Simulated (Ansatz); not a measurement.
Reaction (substitution at a C–As bond): `C[As](C)[SiH3]` + `C[NH][AlH][F]` → `C[N](C)[AlH][F]` + `C[AsH][SiH3]`

Program: Ansatz. Geometries: PBE0-D4/def2-TZVP. ΔE: electronic, gas phase. CCSD(T)/CBS is the MP2 limit (def2-TZVPP, def2-QZVPP) plus CCSD(T) − MP2 in def2-TZVPP, frozen cores. DFT in def2-TZVPP. B3LYP here is the variant with VWN-RPA as its local correlation; programs differ in this. HSE06 is defined as in plane-wave codes. For As outer-core shells are correlated without core-valence functions, which leaves a few kJ/mol of doubt a bond. Scalar relativity is left out up to krypton. Each species was taken in one conformer, which may not be the lowest.

```
             level  ΔE (kJ/mol)  difference from CCSD(T)/CBS
       LDA (SPW92)         29.1                        -14.6
            PBE-D4         39.0                         -4.7
             B3LYP         37.9                         -5.8
           r2SCANh         40.0                         -3.7
             HSE06         38.7                         -5.0
       HF/def2-SVP         25.0                        -18.7
     HF/def2-TZVPP         37.2                         -6.5
CCSD(T)/def2-TZVPP         42.4                         -1.3
     HF/def2-QZVPP         37.3                         -6.4
      HF/CBS(def2)         37.3                         -6.4
       CCSD(T)/CBS         43.7                            0
```

Largest T1 diagnostic among the species: 0.012.

In def2-TZVPP, CCSD(T) changes the Hartree–Fock value by +5.2 kJ/mol (the triples alone add +0.5 kJ/mol) and MP2 by +10.1 kJ/mol. At CCSD(T), def2-SVP lies −21.9 kJ/mol from the extrapolated value and def2-TZVPP −1.3 kJ/mol. Leaving LDA and LC-ωPBE aside and taking each functional with its dispersion term where it has one, the values, not all of them listed here, spread over 4.8 kJ/mol, from CAM-B3LYP-D4 to PBE-QIDH. LDA lies −8.9 kJ/mol from PBE without D4.
